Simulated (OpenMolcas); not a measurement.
**Yb3+: moving the ligands**

Yb3+ with 6 ligands (chloride) in trigonal prismatic coordination (D3h) at 2.63 Å, a polar angle of 55.0° against the regular 49.1°. A charge of +0.5 e stands 3.2 Å behind each ligand. Ligand basis ANO-RCC-VDZP.
```
Yb    0.0000    0.0000    0.0000
Cl    2.1542    0.0000    1.5088
Cl   -1.0771    1.8656    1.5088
Cl   -1.0771   -1.8656    1.5088
Cl    2.1542    0.0000   -1.5088
Cl   -1.0771    1.8656   -1.5088
Cl   -1.0771   -1.8656   -1.5088
```

* Program: OpenMolcas 26.06
* Method: CASSCF
* Basis: ANO-RCC-VTZP [8s7p5d3f2g1h]
* Scalar Hamiltonian: DKH2, point nucleus
* Active space: 13 electrons in 7 orbitals (4f)
* State averaging: 2S+1 = 2 odd, 7 roots
* Spin-orbit coupling: state interaction with AMFI integrals over the reference wave functions

Runs around this geometry, states (labels of D3, the rotations of D3h). Energies in cm-1 above the lowest state or level, χT in cm3 K/mol.

| R (Å) | Ground state | First state of that spin | First gap with spin-orbit (degeneracies) | Width of lowest J | χT at 300 K |
| --- | --- | --- | --- | --- | --- |
| 2.56 | 2E | 2A2 27.6 | 16.2 (2, 2) | 269 | 2.536 |
| 2.63 | 2E | 2A2 28.5 | 15.5 (2, 2) | 228 | 2.545 |
| 2.78 | 2E | 2A2 27.0 | 13.3 (2, 2) | 163 | 2.558 |

Taking the width of the lowest J multiplet as R^-n, n = -ln(163 / 269) / ln(2.78 / 2.56) = 6.1 between the shortest and longest distance.

Without dynamic correlation the ligand-field splitting of an f shell can come out too small, at times by half. No measured value stands beside these numbers; the geometry is a model, was not optimised and need not be the one that this ion takes.
